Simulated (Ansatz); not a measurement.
C2H6Fe⁻, that is FeMe2 with one electron more. Charge -1, multiplicity 4. Geometry PBE0-D4/def2-TZVP, that of the neutral quintet; atoms count from 1.

```xyz
9

Fe    0.012    0.095    0.062
C    -1.896   -0.195    0.686
H    -2.465   -0.791   -0.036
H    -2.437    0.749    0.819
H    -1.939   -0.726    1.645
C     1.897    0.203   -0.681
H     2.580   -0.473   -0.153
H     2.320    1.211   -0.601
H     1.927   -0.074   -1.741
```

The highest occupied level of the charge -1 quartet lies above zero (up to 0.93 eV). By energy differences its removal costs 0.80 eV (vertical, to the charge 0 quintet, at PBE0-D4/def2-TZVPD); a positive level beside a positive removal energy at the same level points to self-interaction error.

Question: Estimate the Mulliken populations from the PBE0/def2-TZVPD orbitals of Ansatz.

Answer: 
| atom | charge (e) | spin (α − β) | d electrons |
| --- | --- | --- | --- |
| Fe1 | -0.62 | 3.01 | 6.47 |
| C2 | -0.68 | -0.14 | – |
| H3 | 0.17 | 0.05 | – |
| H4 | 0.15 | 0.04 | – |
| H5 | 0.16 | 0.05 | – |
| C6 | -0.68 | -0.14 | – |
| H7 | 0.16 | 0.05 | – |
| H8 | 0.15 | 0.04 | – |
| H9 | 0.17 | 0.05 | – |
Mulliken values and Mayer orders depend strongly on the basis. With diffuse functions, as here, like atoms can get unlike values, and bond orders can come out too low or too high.

Question: Where does the spin sit?

Answer: Summed by element: Fe 3.01, C -0.29, H 0.28, of 3 unpaired in all. Largest on single atoms: Fe1 3.01, C2 -0.14, C6 -0.14.

Question: And the Mayer bond orders between bonded heavy atoms (over 0.3)?

Answer: Fe1–C2 0.38 (2.03 Å); Fe1–C6 0.38 (2.03 Å).
